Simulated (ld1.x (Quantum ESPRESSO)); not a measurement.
C: PAW pseudisation with LDA (PZ), scalar-relativistic reference atom.

carbon, PAW, made with ld1.x (Quantum ESPRESSO) 7.5 (LDA (PZ), scalar-relativistic). Core [He], reference 2s2 2p2. Waves: 2s (bound): rcut 1.30, rcutus 1.40 bohr; 2s channel at 2.45 Ry: rcut 1.30, rcutus 1.40 bohr; 2p (bound): rcut 2.15, rcutus 2.85 bohr; 2p channel at 0.85 Ry: rcut 2.15, rcutus 2.85 bohr. Local part: all-electron potential smoothed inside 1.85 bohr (lloc = -2). Core correction: Bessel-smoothed model core inside 1.40 bohr. Augmentation charge: BESSEL, radius 0.95 bohr.

Problem. Does the generator finish with these settings?

Solution. Yes, a potential is produced and its reference levels are reproduced.

Problem. Estimate the cutoffs (Ry, on a coarse ladder) from which the occupation-weighted sum of valence levels, in a spherical-Bessel basis at the reference potential, stays within 10 and 1 mRy of its value at 400 Ry.

Solution. 8 Ry and 15 Ry.

Problem. What does a ghost test show?

Solution. No extra level below or beside the all-electron valence levels (s, p, d, f tested).

Problem. Is the overlap operator S = 1 + Σ q|β⟩⟨β| positive definite (Bessel basis up to 400 Ry)?

Solution. Yes: its lowest eigenvalue is 0.21 (p channel).

Problem. Which valence shell sets the plane-wave cutoff?

Solution. 2s: its level needs 12 Ry to come within 1 mRy, against 8 Ry for 2p.

Test run stopped at test 1 of 9 (negative rho).
